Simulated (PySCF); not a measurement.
Computed shifts of a molecule C2H7FSi3, PBE0/pcSseg-1 (PySCF), GIAO, gas phase, atoms alike by connectivity averaged where their shifts nearly agree, in ppm (number of nuclei): ¹⁹F: -216.7 (1). ²⁹Si: -31.6 (1), -93.3 (1), -100.0 (1). ¹³C: 123.0 (1), 121.2 (1). ¹H: 5.51 (2), 4.75 (2), 4.13 (3). References: ¹⁹F against CFCl3 (σ = 167.2 ppm); ²⁹Si against TMS (σ = 352.7 ppm); ¹³C against TMS (σ = 186.3 ppm); ¹H against TMS (σ = 31.56 ppm), references at their B3LYP-D3(BJ)/def2-TZVP geometries, non-relativistic. Geometry optimised at PBE-D3(BJ)/def2-SVP. Other conformers were not sampled.

Problem. Pick the molecule that these values belong to.
(A) C#C[SiH2][Si@@H](F)[SiH3]
(B) FC1=C([SiH3])[SiH2][SiH2]1
(C) F[Si@H]1C=C[SiH2][SiH2]1
(D) F[SiH2]C#C[SiH2][SiH3]

Solution. D, F[SiH2]C#C[SiH2][SiH3]
